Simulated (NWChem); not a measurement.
# Basis-set convergence for H3BO2

SMILES: OBO
```xyz
6

B      0.2806     0.3891     0.0000
H      1.0278     1.3413     0.0000
O     -1.0496     0.6283     0.0000
H     -1.5586    -0.1915     0.0000
O      0.7295    -0.8956     0.0000
H      1.6884    -0.9563     0.0000
```
Charge 0, spin multiplicity 1.

Program: NWChem. Structure: optimised with PBE0/def2-SVP, a minimum by its harmonic frequencies. It is one conformer; others weren't searched.

Quantity: LUMO energy at the level B3LYP.

B3LYP has NWChem's definition, with VWN1-RPA local correlation. The Pople sets run with spherical d functions. The structure started from a generated list of species.

| basis | functions | LUMO energy (eV) |
|---|---|---|
| 3-21G | 33 | 1.62 |
| 6-31G* | 48 | 1.49 |
| cc-pVDZ | 57 | 1.20 |
| 6-31+G* | 60 | -0.24 |
| 6-311++G** | 87 | … |
| cc-pVTZ | 132 | … |
| pcseg-2 | 132 | … |
| def2-TZVPP | 135 | 0.50 |
| def2-TZVPD | 144 | -0.31 |
| aug-cc-pVTZ | 207 | -0.47 |

### Question
Complete the blanks.

### Answer

- 6-311++G**, LUMO energy (eV): -0.37
- cc-pVTZ, LUMO energy (eV): 0.82
- pcseg-2, LUMO energy (eV): 0.20
